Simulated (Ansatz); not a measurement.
Task: Name a neutral molecule of C, S, W and H with HOMO energy (PBE/def2-TZVPP) between -6.25 and -5.95 eV and LUMO energy (PBE0/def2-TZVPP) between -2.95 and -2.65 eV (Ansatz, PBE0-D4/def2-TZVP geometry).

Result: `[CH3][W]([CH3])(=[S])=[S]` (-6.10 eV, -2.89 eV). Other molecules can fit too; these were computed, each in one conformer that needn't be the lowest.
